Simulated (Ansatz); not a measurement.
H6GeSi, charge -1, doublet, at the geometry of the source list (a state made from the parent by changing its charge; the spin is typed, not shown lowest) (a gas-phase anion, which may not be bound at this level); REVPBE/def2-SVP run with Ansatz (a quantum-chemistry and plane-wave program).

Ansatz was given this input:
Ansatz 0.2 input:
```yaml
crystal:
  periodic: [false, false, false]
  atoms:
    - {symbol: Si, position_ang: [-1.21110000, 0.12330000, 0.02170000]}
    - {symbol: Ge, position_ang: [1.10560000, -0.10820000, -0.02010000]}
    - {symbol: H, position_ang: [-1.78150000, -0.70980000, 1.08100000]}
    - {symbol: H, position_ang: [-1.58220000, 1.51630000, 0.26670000]}
    - {symbol: H, position_ang: [-1.77570000, -0.29520000, -1.26210000]}
    - {symbol: H, position_ang: [1.61100000, -1.42550000, -0.54140000]}
    - {symbol: H, position_ang: [1.84580000, 0.89320000, -0.85840000]}
    - {symbol: H, position_ang: [1.78820000, 0.00600000, 1.31260000]}
basis:
  gaussian:
    orbitals: def2-SVP
hamiltonian:
  xc: revpbe
total_charge: -1
magnetization: {spin_polarized: true, initial_magnetization: 1}
```

Problem. What does Ansatz print? Leave out banner, timings and long lists.

Solution. 
```
Functional definition: revPBE
895 factors; their error is unknown
mean field evaluation 1: about -64473.8918 eV, gradient 2.0e1 eV
mean field evaluation 2: about -64474.0305 eV, gradient 2.3e1 eV
mean field evaluation 4: about -64475.2050 eV, gradient 7.5e-1 eV
mean field evaluation 8: about -64475.1491 eV, gradient 7.4e-2 eV
mean field evaluation 16: about -64475.1503 eV, gradient 3.7e-2 eV
mean field evaluation 32: about -64475.1518 eV, gradient 1.7e-5 eV
mean field evaluation 64: about -64475.1495 eV, gradient 3.0e-6 eV
mean field -64475.15178217 eV, -2369.4181251672 hartree, gradient 7.2e-6 eV, S^2 0.752117; 6 other end points of the search recorded, 0 dependent functions left out
reference -64475.15183115 eV, -2369.4181269672 hartree; 27, 26 occupied and 53, 54 virtual orbitals, 895 factors
Total energy: -64475.15183115 eV, -2369.4181269672 hartree
```
